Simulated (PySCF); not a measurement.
**Si3PH9O2**

Si3PH9O2 is a small molecule, neutral, singlet. The structure, one conformer, was relaxed in the gas phase by PBE0-D3(BJ)/def2-SVP. No frequency run checks that it is a minimum.

SMILES: O[SiH](O[SiH3])P[SiH3]

```tsv
atom	x (Å)	y (Å)	z (Å)
Si1	0.431	-1.426	0.263
O2	1.178	0.004	0.602
Si3	1.827	1.339	-0.152
O4	1.390	-2.198	-0.850
P5	-1.646	-1.169	-0.589
Si6	-2.147	0.681	0.613
H7	0.315	-2.174	1.543
H8	1.123	1.592	-1.447
H9	1.649	2.511	0.749
H10	3.279	1.123	-0.416
H11	1.020	-2.953	-1.315
H12	-1.202	-0.466	-1.752
H13	-1.989	0.333	2.057
H14	-1.277	1.851	0.288
H15	-3.569	1.057	0.357
```

Shieldings: GIAO PBE0/pcSseg-1. Shifts are against computed references at the same level: H TMS (σ 31.27 ppm), Si TMS (σ 352.0 ppm). Core levels by delta-SCF with SCAN, pcX-2 on the ionised atom and pcseg-1 elsewhere, spin-free X2C (2p3/2 is the spin-free 2p value less a third of a first-order spin-orbit splitting); from the vacuum level, for chosen atoms.

Problem. Give the shieldings and core levels atom by atom.

Solution. 
| atoms | bonded to | σ (ppm) | δ (ppm) | core level (eV) |
| --- | --- | --- | --- | --- |
| Si1 | 2 O + 1 P + 1 H | 358.9 | -6.9 | 2p3/2 107.74 |
| O2 | 2 Si | 284.5 | - | 1s 537.90 |
| Si3 | 1 O + 3 H | 391.9 | -39.9 | 2p3/2 107.58 |
| O4 | 1 Si + 1 H | 270.5 | - | 1s 538.64 |
| P5 | 2 Si + 1 H | 617.0 | - | 2p3/2 135.84 |
| Si6 | 1 P + 3 H | 429.7 | -77.7 | - |
| H7 | 1 Si | 25.82 | 5.45 | - |
| H8 H9 H10 | 1 Si | 26.30 | 4.97 | - |
| H11 | 1 O | 30.08 | 1.18 | - |
| H12 | 1 P | 29.91 | 1.36 | - |
| H13 H14 H15 | 1 Si | 27.21 | 4.06 | - |

Values are those of this one static structure, with the three H of a rotating XH3 group averaged; atoms that internal rotation interchanges would show their mean in an NMR spectrum.

Problem. By CAM-B3LYP/def2-SVPD (TDDFT singlets, Tamm-Dancoff triplets, ionisation by delta-SCF), where does absorption start, and what does vertical ionisation take?

Solution. The lowest singlet lies at 5.94 eV (f 0.016), the strongest of the first 6 at 7.17 eV (f 0.147), the lowest triplet at 5.39 eV; vertical ionisation takes 9.33 eV.
